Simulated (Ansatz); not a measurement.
`F[Si]1([SiH3])CS1` + `[CH3][InH][CH3]` → `[CH3][InH][CH2][SiH3]` + `F[SiH]1CS1`  (formal exchange of groups at the Si–Si bond)

Program: Ansatz. Geometries: PBE0-D4/def2-TZVP. ΔE: electronic, gas phase. CBS: MP2 limit from def2 TZ/QZ plus the TZ coupled-cluster correction, frozen cores. DFT in def2-TZVPP. Elements past krypton have def2 core potentials. For In outer-core shells are correlated without core-valence functions, which leaves a few kJ/mol of doubt a bond. Each species was taken in one conformer, which may not be the lowest.

Problem. Is it downhill or uphill in electronic energy at CCSD(T)/CBS, and by how much? (Estimate.)

Solution. The calculation gave: Downhill: ΔE = -7.5 kJ/mol.

Problem. What do these levels give: r2SCAN-D4, PBE0-D4, ωB97X-V, PBE, PBE0, SCS-MP2/def2-TZVPP, CCSD(T)/def2-TZVPP, HF/def2-QZVPP, MP2/def2-QZVPP, SCS-MP2/def2-QZVPP, MP2/CBS(def2), CCSD/CBS(def2)? (Best estimate.)

Solution. The calculation gave: r2SCAN-D4 1.0, PBE0-D4 5.5, ωB97X-V -1.7, PBE 10.8, PBE0 5.3, SCS-MP2/def2-TZVPP -11.9, CCSD(T)/def2-TZVPP -6.1, HF/def2-QZVPP -11.6, MP2/def2-QZVPP -12.8, SCS-MP2/def2-QZVPP -12.8, MP2/CBS(def2) -13.2, CCSD/CBS(def2) -8.6 kJ/mol.

Largest T1 diagnostic among the species: 0.013.

From PBE to PBE0 (25 % exact exchange), in def2-TZVPP and without D4, ΔE moves by −5.5 kJ/mol.
